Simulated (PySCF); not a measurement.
Excitation energy of Pt by level of theory

Pt [Xe] 4f14 5d9 6s1 (3D) → Pt [Xe] 4f14 5d9 6p1 (high-spin determinant), as a difference of total energies. Calculation: PySCF 2.14, in aug-cc-pwCVDZ-PP with ECP60MDF (6s6p5d3f, 70 functions); a scalar-relativistic core potential. Correlated levels: valence and next inner shell: nothing frozen outside the core potential. The calculations carry no spin-orbit coupling.

```tsv
method	excitation energy (eV)
UHF	3.984
MP2 (valence and next inner shell)	4.925
SCS-MP2 (valence and next inner shell)	4.804
CCSD (valence and next inner shell)	4.613
CCSD(T) (valence and next inner shell)	4.558
```

Question: How much does correlation contribute at CCSD(T) (valence and next inner shell)?

Answer: 4.558 − (3.984) = 0.574 eV, measured against UHF.

The determinant of the upper state mixes LS terms, which raises its energy above the lowest term, most at the Hartree-Fock and MP2 levels.
